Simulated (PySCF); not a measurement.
**Building multiplets from coupling constants**

Geometry (Å), atoms numbered from 1 in this order:
```xyz
12

C    -1.853    0.242   -0.190
O    -0.610    0.485    0.455
C     0.409   -0.295    0.089
F     0.159   -1.602    0.311
F     0.693   -0.185   -1.225
C     1.660    0.107    0.894
F     1.997    1.358    0.617
F     2.673   -0.689    0.577
F     1.425    0.000    2.193
H    -2.229   -0.762    0.056
H    -2.547    0.999    0.192
H    -1.755    0.347   -1.280
```

- shielding tensors at HF/pcSseg-2 (GIAO)
- geometry from PBE0-D3(BJ)/def2-SVP
- B3LYP/pcJ-1 coupling constants (spin–dipole term only in couplings to heteroatoms)
- code: PySCF
- equivalent nuclei averaged, gas phase, relativity neglected, one conformer

Scale: 19F (σref 245.28) against CFCl3; TMS for 13C (σref 191.47) (reference shieldings calculated alike).

Spectrometer: 600 MHz for 1H. First-order analysis; couplings under 1 Hz (under 4 Hz in carbon signals) are ignored, and nearly equal couplings are merged; the smaller ones broaden or split the lines further.

**Question.** What pattern does F7/F8/F9 show (19F)?

**Answer.** A triplet at δ -67.9: 1.7 Hz to F4/F5 (2 × 19F, 3 bonds away). Lines in Hz from the centre (relative intensity): +1.7 (1), +0.0 (2), -1.7 (1). The outer lines are 3.4 Hz apart, the sum of the couplings kept, or 0.006 ppm at this field.

**Question.** What pattern does C1 show in the proton-coupled 13C spectrum?

**Answer.** A quartet of triplets at δ 47.9: 153.2 Hz to H10/H11/H12 (3 × 1H, 1 bond away), 6.8 Hz to F4/F5 (2 × 19F, 3 bonds away). Lines in Hz from the centre (relative intensity): +236.6 (1), +229.8 (2), +223.0 (1), +83.4 (3), +76.6 (6), +69.8 (3), -69.8 (3), -76.6 (6), -83.4 (3), -223.0 (1), -229.8 (2), -236.6 (1). The outer lines are 473.2 Hz apart, the sum of the couplings kept, or 3.136 ppm at this field.

**Question.** What pattern does F4/F5 show (19F)?

**Answer.** A quartet at δ -80.5: 1.7 Hz to F7/F8/F9 (3 × 19F, 3 bonds away). Lines in Hz from the centre (relative intensity): +2.5 (1), +0.8 (3), -0.8 (3), -2.5 (1). The outer lines are 5.1 Hz apart, the sum of the couplings kept, or 0.009 ppm at this field.
